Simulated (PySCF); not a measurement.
Job file and geometry (Å, from GFN2-xTB) of an NMR shielding run on `C#C[SiH2]SC(C)C`, C5H10SSi, GIAO PBE0/pcSseg-1 NMR shielding, non-relativistic, gas phase (PySCF 2.14.0, density-fitted response routines); density fitting, a coarse starting grid and PySCF grid level 2 are the driver's defaults:

```
$ OMP_NUM_THREADS=1 python probes_run.py task.json out

{"job": {"kind": "nmr", "xc": "PBE0", "basis": "pcSseg-1"}, "charge": 0, "multiplicity": 1}
C      3.077065     1.176184     0.721558
C      2.626899     0.162178     0.256922
Si     1.845789    -1.335307    -0.494686
S      0.002300    -0.704489    -1.398690
C     -0.809963     0.187120     0.001669
C     -1.598669    -0.795394     0.849927
C     -1.696555     1.274070    -0.581413
H      3.487433     2.054869     1.130354
H      2.631028    -1.858057    -1.598909
H      1.575144    -2.299966     0.571291
H     -0.005006     0.638991     0.587281
H     -2.361024    -1.281877     0.244910
H     -2.085996    -0.271859     1.671009
H     -0.947154    -1.560746     1.266065
H     -1.107533     1.959374    -1.186032
H     -2.175592     1.834365     0.219546
H     -2.465165     0.832574    -1.211852
```

**Question.** Write the output of this run.

**Answer.** 
```
coarse grid: 14880 points
cycle   1  E = -883.5348312947  dE =  5.501e-01  |g| = 4.681e-01  |ddm| = 3.695e+00
cycle   2  E = -883.5317834786  dE =  3.048e-03  |g| = 4.854e-01  |ddm| = 1.059e+00
cycle   3  E = -883.5932948215  dE = -6.151e-02  |g| = 6.810e-02  |ddm| = 5.278e-01
cycle   4  E = -883.5937740943  dE = -4.793e-04  |g| = 5.174e-02  |ddm| = 8.210e-02
cycle   5  E = -883.5944210276  dE = -6.469e-04  |g| = 1.146e-02  |ddm| = 4.130e-02
cycle   6  E = -883.5944550031  dE = -3.398e-05  |g| = 3.674e-03  |ddm| = 1.516e-02
cycle   7  E = -883.5944583150  dE = -3.312e-06  |g| = 6.791e-04  |ddm| = 3.417e-03
final grid: 133432 points
cycle   8  E = -883.6398934445  dE = -3.108e-05  |g| = 8.121e-03  |ddm| = 3.058e-02
cycle   9  E = -883.6398837197  dE =  9.725e-06  |g| = 1.009e-02  |ddm| = 1.689e-02
cycle  10  E = -883.6399099900  dE = -2.627e-05  |g| = 9.555e-04  |ddm| = 1.033e-02
cycle  11  E = -883.6399102251  dE = -2.352e-07  |g| = 2.217e-04  |ddm| = 1.190e-03
cycle  12  E = -883.6399102344  dE = -9.249e-09  |g| = 1.050e-04  |ddm| = 2.339e-04
cycle  13  E = -883.6399102366  dE = -2.183e-09  |g| = 4.997e-05  |ddm| = 1.018e-04
cycle  14  E = -883.6399102372  dE = -6.435e-10  |g| = 6.238e-06  |ddm| = 4.260e-05
converged SCF energy = -883.6399102372

GIAO shielding tensors (ppm)
atom      isotropic    diamagn.    paramagn.     s11        s22        s33       span
  0 C       81.960     260.143    -178.183     -5.254      5.533    245.601    250.855
  1 C      100.677     262.193    -161.515     -0.356     13.471    288.915    289.271
  2 Si     404.668     879.993    -475.325    366.605    400.072    447.327     80.722
  3 S      589.817    1060.211    -470.394    425.629    532.304    811.516    385.887
  4 C      146.150     251.078    -104.929    127.374    143.719    167.355     39.981
  5 C      159.038     249.312     -90.274    138.886    153.713    184.514     45.629
  6 C      158.885     247.750     -88.865    137.800    152.849    186.007     48.207
  7 H       29.645      32.998      -3.354     24.312     24.965     39.658     15.346
  8 H       26.881      27.381      -0.500     22.895     24.637     33.113     10.219
  9 H       26.591      28.854      -2.263     22.468     25.251     32.055      9.587
 10 H       28.474      36.115      -7.641     23.562     28.538     33.321      9.759
 11 H       30.413      31.252      -0.839     27.117     28.446     35.676      8.558
 12 H       30.423      31.114      -0.691     25.904     27.280     38.085     12.182
 13 H       30.086      31.778      -1.691     24.909     29.662     35.688     10.779
 14 H       30.056      31.011      -0.955     25.226     28.522     36.420     11.194
 15 H       30.311      30.531      -0.220     25.789     27.268     37.876     12.087
 16 H       30.375      30.829      -0.454     26.832     28.426     35.869      9.037
```

**Question.** Turn these shieldings into chemical shifts. Chemical shifts δ = σref − σ; ¹³C (σref 186.93) and ²⁹Si (σref 349.16) and ¹H (σref 31.72) vs TMS; ³³S (σref 503.73) vs CS2, all at this level.

**Answer.** Averaging equivalent atoms: C 0: 105.0; C 1: 86.2; C 4: 40.8; C 5/6: 28.0; Si 2: -55.5; S 3: -86; H 8/9: 4.98; H 10: 3.24; H 7: 2.07; H 11/12/13/14/15/16: 1.44 ppm. 

Size and cost of the density-fitted run: 183 basis functions, 26 s wall time on 1 thread of an Intel Xeon Platinum 8488C, shared host; peak memory 0.88 GiB.
